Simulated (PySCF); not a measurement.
Compound: C₆H₆NO (doublet state).
Z-matrix (Å and degrees, GFN2-xTB geometry), rows numbered from 1:
```
C 
C   1  1.3568
C   2  1.4252  1  130.19
C   3  1.3758  2  106.85  1  -179.61
C   4  1.4007  3  107.12  2    -0.12
C   5  1.4319  4  131.00  3  -179.98
N   6  1.2708  5  127.88  4    -0.03
O   5  1.3555  4  109.70  3     0.04
H   1  1.0731  2  120.91  3   179.80
H   1  1.0725  2  120.23  3     0.04
H   3  1.0708  2  125.01  1     0.56
H   4  1.0722  3  127.14  2   179.80
H   6  1.0860  5  115.37  4   179.99
H   7  1.0192  6  114.36  5     0.04
```

The hyperfine couplings belong to this conformer and change with its torsions.

The species is `[H]/N=C\C1=CC=C([CH2])O1` [radical].

The calculation used UKS B3LYP, pcH-1 on C H N O, non-relativistic, mean-field spin-orbit, GIAO in PySCF 2.14.0. Geometry: GFN2-xTB, one conformer, isolated molecule. The geometry wasn't refined by DFT: couplings that depend on bond lengths, twists or pyramidal angles can differ widely from those at the functional's own minimum. The SCF solution wasn't tested for stability. ⟨S²⟩ is 0.789 where a pure state has 0.75.

**Question.** Break the g tensor into its mass correction, gauge correction and orbital-Zeeman/spin–orbit terms.

**Answer.** 
```
                    Δg (ppm)     1     2     3
relativistic mass correction  -175  -175  -175
            gauge correction    -7    42    29
   orbital Zeeman/spin–orbit    -2  1275  1588
                       total  -185  1142  1442
```

So g = 2.00213, 2.00346, 2.00376 and g_iso = 2.00312; the tensor is rhombic: the two nearest values differ by 18 % of g3 − g1. Axes: g1 is normal to the molecular plane, g2 points within 3° of the C1–C2 bond and g3 points within 4° of the C4–C5 bond.

**Question.** At 9.497 GHz, how far is the centre of the isotropic spectrum from where a free electron (g = 2.002319) resonates?

**Answer.** B = hν/(g μB) with μB/h = 13.99624 MHz/mT gives 338.88 mT for the free electron and 338.74 mT at g_iso, 0.14 mT lower.

**Question.** What effective moment and Curie constant follow for a powder?

**Answer.** With the mean of g² = 4.0125 and S(S+1) = 0.75: μ_eff = √(⟨g²⟩S(S+1)) = 1.735 μB and χT = 0.12505·⟨g²⟩·S(S+1) = 0.376 cm³ K/mol (cgs; spin-Hamiltonian part alone).

**Question.** What are the electron Larmor frequencies g μB B/h along the three axes at 1200 mT?

**Answer.** 33.6268, 33.6491, 33.6542 GHz for g1, g2 and g3, a range of 27.3 MHz.

**Question.** In a frozen sample, at which fields do the three g values resonate at 9.5, 34, 94 and 263 GHz (hyperfine left aside), and which band first spreads them over more than twice a line width of 0.5 mT?

**Answer.** 
| band | GHz | B(g3) mT | B(g2) mT | B(g1) mT | spread mT |
| --- | --- | --- | --- | --- | --- |
| X | 9.5 | 338.74 | 338.79 | 339.01 | 0.28 |
| Q | 34.0 | 1212.33 | 1212.51 | 1213.32 | 0.99 |
| W | 94.0 | 3351.74 | 3352.24 | 3354.46 | 2.72 |
| J | 263.0 | 9377.74 | 9379.15 | 9385.36 | 7.62 |

The spread grows in proportion to the frequency. W band is the first where it exceeds 1.0 mT.

The Mulliken spin populations are largest on C1 (+0.58), C5 (+0.35), C3 (+0.32) and N7 (+0.23). Four atoms exceed +0.15. The angles at C1 add up to 360.0°, so it is planar.

The HOMO–LUMO gaps are 3.98 eV among the α and 4.36 eV among the β orbitals.
